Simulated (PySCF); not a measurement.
Si(F)(Me)(SH)2 (CH₅FS₂Si), SMILES C[Si](S)(F)S.

Coordinates come from a PBE-D3(BJ)/def2-SVP optimisation. The structure was generated by enumeration, and PubChem lists no compound with its InChIKey, so it may never have been made. Other conformers were not sampled.

Calculation: PBE-D3(BJ)/def2-SVP (PySCF).

Frequencies are harmonic and unscaled.

Question: List the normal modes with their intensities. (An estimate is asked for; the answer gives what the named calculation found.)

Answer: 
```tsv
mode	ν (cm⁻¹)	IR (km/mol)	moving atoms (share of kinetic energy)
1	120	2.6	S 40 %, H 36 %, F 12 %, C 9 %
2	136	0.3	H 96 %
3	158	1.6	C 29 %, H 26 %, S 23 %, F 20 %
4	165	23.4	H 73 %, S 18 %
5	204	0.6	H 24 %, Si 23 %, S 19 %, C 18 %, F 16 %
6	235	12.6	F 33 %, S 31 %, H 21 %, Si 10 %
7	245	17.9	F 35 %, S 26 %, H 19 %, Si 12 %
8	271	12.0	H 67 %, F 15 %, S 11 %
9	434	21.4	S 57 %, Si 18 %, C 12 %
10	536	87.2	Si 53 %, S 29 %, H 16 %
11	657	11.5	H 74 %, C 18 %
12	702	25.8	H 87 %
13	729	47.5	H 41 %, Si 24 %, C 22 %, F 11 %
14	765	49.6	H 56 %, C 22 %, Si 14 %
15	796	102.1	H 66 %, C 16 %, Si 13 %
16	889	114.2	Si 46 %, F 38 %, H 12 %
17	1220	27.3	H 77 %, C 22 %
18	1374	4.7	H 96 %
19	1375	4.4	H 96 %
20	2619	1.1	H 97 %
21	2620	0.6	H 97 %
22	2982	0.1	H 97 %
23	3085	0.5	H 91 %, C 9 %
24	3092	0.3	H 91 %, C 9 %
```
